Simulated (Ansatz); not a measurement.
`[F][Ga]([Cl])[O][SiH3]` → `[OH][Ga]([F])[Cl]` + `[SiH2]` at 700 K and 1 bar (silylene loss).

Gas-phase electronic energies from Ansatz, PBE0-D4/def2-TZVP geometries. CBS: MP2 limit from def2 TZ/QZ plus the TZ coupled-cluster correction, frozen cores. This one scheme is used for every species. For Ga outer-core shells are correlated without core-valence functions, which leaves a few kJ/mol of doubt a bond. Scalar relativity is left out up to krypton. Each species was taken in one conformer, which may not be the lowest.

```tsv
species	CCSD(T)/CBS energy (Eh)	H − E (kJ/mol)	S (J/(mol·K))
`[F][Ga]([Cl])[O][SiH3]`	-2849.73134	163.1	510.0
`[OH][Ga]([F])[Cl]`	-2559.41427	97.5	398.6
`[SiH2]`	-290.19011	56.3	240.4
```

H − E and S are ideal-gas, rigid-rotor, harmonic terms from PBE0-D4/def2-TZVP, for one conformer and one mirror image of each species. 1 Eh = 2625.50 kJ/mol, R = 8.31446 J/(mol·K).

Task: By hand: ΔE, ΔH, ΔS and ΔG.

Result: ΔE = (-2559.41427) + (-290.19011) − (-2849.73134) = 0.12696 Eh = 333.3 kJ/mol. Δ(H − E) = 97.5 + 56.3 − 163.1 = -9.3, so ΔH = 324.0 kJ/mol. ΔS = 398.6 + 240.4 − 510.0 = 129.0 J/(mol·K). ΔG = 324.0 − 700 × (129.0)/1000 = 233.7 kJ/mol.

Task: By hand: the equilibrium constant, and the temperature at which ΔG would vanish if ΔH and ΔS stayed fixed.

Result: log₁₀ K = −ΔG/(RT ln 10) = -17.4. ΔG = 0 at ΔH/ΔS = 2512 K, far beyond where these terms or the molecules hold.

The number of gas molecules changes by +1, which sets the sign of ΔS. A doubt of 5 kJ/mol in ΔE shifts log₁₀ K by 0.4 here. Other conformers and mirror images would add mixing entropy, several J/(mol·K) or more a flexible species. Modes under 60 cm⁻¹, often nearly free rotors, make the harmonic entropy too high. These are equilibria of isolated gas molecules and say nothing of rates. Largest T1 diagnostic: 0.014 (customary marks: 0.02 for closed shells, 0.045 for open ones).
